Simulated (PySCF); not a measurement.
Ligands exchanged one at a time, Al H-OH. Isolated molecules, 0 K electronic values unless said otherwise. One relaxed conformer stands for each flexible species; it need not be the lowest. Strings in code marks are SMILES.

All values below come from TPSSh-D3(BJ)/def2-TZVP (PySCF 2.14.0). Excitations are Tamm–Dancoff values on a coarser integration grid. The basis has no diffuse functions, so Rydberg states are missing or too high.

```json
[
 {"species": "0 of 3 H replaced by OH", "S1 oscillator strength": "–", "HOMO (eV)": "-8.05", "T1 excitation (TDA) (eV)": "–", "S1–T1 gap (TDA) (eV)": "–"},
 {"species": "1 of 3 H replaced by OH (`[OH][AlH2]`)", "S1 oscillator strength": "0.000", "HOMO (eV)": "-7.35", "T1 excitation (TDA) (eV)": "5.26", "S1–T1 gap (TDA) (eV)": "0.39"},
 {"species": "2 of 3 H replaced by OH (`[OH][AlH][OH]` (H–O–Al–O torsion 0°, O–Al–O–H torsion 1°))", "S1 oscillator strength": "0.000", "HOMO (eV)": "-8.12", "T1 excitation (TDA) (eV)": "6.74", "S1–T1 gap (TDA) (eV)": "0.30"},
 {"species": "3 of 3 H replaced by OH (`[OH][Al]([OH])[OH]`)", "S1 oscillator strength": "0.000", "HOMO (eV)": "-8.05", "T1 excitation (TDA) (eV)": "6.40", "S1–T1 gap (TDA) (eV)": "0.26"}
]
```
